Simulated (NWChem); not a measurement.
# GeH₃O₂Cl; SMILES [OH][GeH]([Cl])[OH]

```xyz
7

Ge    -0.0105     0.3522     0.2991
O     -1.3657     1.2184    -0.4561
O      1.5213     0.9252    -0.4204
Cl    -0.0912    -1.7899    -0.1296
H     -0.1326     0.6072     1.8094
H     -1.2675     1.2394    -1.4274
H      2.0405     0.1607    -0.7363
```
Atoms are numbered in this order, from 1.

All runs: NWChem. All runs use the structure optimised with PBE-D3(BJ)/def2-SVP.

Question: Taking PBE/pcseg-2 as the yardstick, which of these has the fewest basis functions while keeping “dipole (D)” within 0.05 D of it: PBE/aug-pcseg-1; PBE/pcseg-1; PBE/STO-3G; PBE/def2-SVP?

Answer: none of them.
```tsv
level	basis functions	dipole (D)
PBE/STO-3G	40	1.81
PBE/pcseg-1	88	0.99
PBE/def2-SVP	93	1.08
PBE/aug-pcseg-1	136	0.77
PBE/pcseg-2	179	0.88
```

The yardstick is one finite set, not the basis-set limit.
